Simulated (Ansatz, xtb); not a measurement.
AgH2PS: which of two structures lies lower

Structure a is `P[S][Ag]`, a singlet and structure b is a singlet given by its coordinates. Both are isolated molecules in the gas phase, relaxed with r2SCAN-D4/def2-SVP; the shapes shown needn't be the lowest conformers.

a (Å):

```yaml
atoms:
  - { symbol: Ag, position_ang: [-3.4037, 1.2669, -1.2507] }
  - { symbol: P, position_ang: [-1.7467, 1.4995, 1.7094] }
  - { symbol: S, position_ang: [-1.9183, 0.0922, 0.1072] }
  - { symbol: H, position_ang: [-0.3191, 1.4868, 1.8355] }
  - { symbol: H, position_ang: [-1.9123, 0.5836, 2.7993] }
```

b (Å):

```tsv
atom	x (Å)	y (Å)	z (Å)
Ag	0.0953	1.3307	2.0633
P	-1.9882	0.9917	0.9764
S	-3.4185	2.3134	1.2119
H	-1.6170	0.7359	-0.3800
H	-2.3357	-0.3475	1.3354
```

Close contacts (Å): Ag1–P2 2.37, P2–S3 1.96, P2–H4 1.43, P2–H5 1.43.

Task: Which of the two would you expect CCSD(T)/def2-TZVP electronic energies to favour?

Result: Structure a; the calculation gives E(b) − E(a) = +0.279 eV.

Level by level:

```json
{"level": "r2SCAN-D4/def2-SVP", "geometry": "r2SCAN-D4/def2-SVP", "E(b) − E(a) (eV)": "+0.224", "departure from the last row (eV)": "−0.055", "job, with rough time for the two": "optimisation, 42 s"}
{"level": "HF/def2-TZVP", "geometry": "r2SCAN-D4/def2-SVP", "E(b) − E(a) (eV)": "+0.420", "departure from the last row (eV)": "+0.142", "job, with rough time for the two": "part of the CCSD(T) run"}
{"level": "MP2/def2-TZVP", "geometry": "r2SCAN-D4/def2-SVP", "E(b) − E(a) (eV)": "+0.206", "departure from the last row (eV)": "−0.072", "job, with rough time for the two": "part of the CCSD(T) run"}
{"level": "CCSD(T)/def2-TZVP", "geometry": "r2SCAN-D4/def2-SVP", "E(b) − E(a) (eV)": "+0.279", "departure from the last row (eV)": "", "job, with rough time for the two": "single point, 91 s"}
```

None of the levels shown reverses the order. The largest departure from CCSD(T)/def2-TZVP is that of HF/def2-TZVP, 0.142 eV. Levels run at GFN2-xTB geometries aren't shown.

With harmonic frequencies from r2SCAN-D4/def2-SVP (ideal gas, rigid rotor, one conformer each, 400 K, 1 atm): on the last row, ΔE + ΔZPE = +0.311, ΔH = +0.292, ΔG = +0.352 eV.

The T1 diagnostic of structures a and b is large, so the coupled-cluster value is less sure. The correlated steps freeze 10 core orbitals; the last core shell of Ag is correlated, in a basis made for valence electrons. Atoms past krypton carry core potentials in the def2 sets and no spin–orbit term is included. Programs: Ansatz 0.2.0; the last row on 1 thread of Arm Neoverse V1 on a shared host.
